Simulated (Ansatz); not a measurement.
Program: Ansatz. Geometries: PBE0-D4/def2-TZVP. ΔE: electronic, gas phase. CCSD(T)/CBS adds triple-zeta CCSD(T) − MP2 to the extrapolated MP2 energy (def2 sets, frozen cores). Functionals use def2-TZVPP. For As, Se outer-core shells are correlated without core-valence functions, which leaves a few kJ/mol of doubt a bond. Scalar relativity is left out up to krypton. Each species was taken in one conformer, which may not be the lowest.

Consider the cleavage of the Si–As bond: `OC[SiH2][AsH2]` + H₂Se → `OC[SiH2][SeH]` + `[AsH3]`.

```
             level  ΔE (kJ/mol)
          PBE-QIDH        -30.0
           r2SCANh        -30.0
       HF/def2-SVP        -33.2
     CCSD/def2-SVP        -27.0
     HF/def2-TZVPP        -37.2
SCS-MP2/def2-TZVPP        -31.2
      HF/CBS(def2)        -37.8
    CCSD/CBS(def2)        -31.3
```

Q: What does CCSD(T)/CBS give? (Best estimate.)

A: The calculation gave: -30.3 kJ/mol. The listed levels differ from it by 0.3, 0.3, -2.9, 3.3, -6.9, -0.9, -7.5, -1.0 kJ/mol.

Largest T1 diagnostic among the species: 0.011.

At CCSD(T), def2-SVP lies +4.1 kJ/mol from the extrapolated value and def2-TZVPP +2.0 kJ/mol. Leaving LDA and LC-ωPBE aside and taking each functional with its dispersion term where it has one, the values, not all of them listed here, spread over 5.8 kJ/mol, from BHLYP-D4 to PBE-D4. From BLYP to BHLYP (50 % exact exchange), in def2-TZVPP and without D4, ΔE moves by −3.5 kJ/mol.
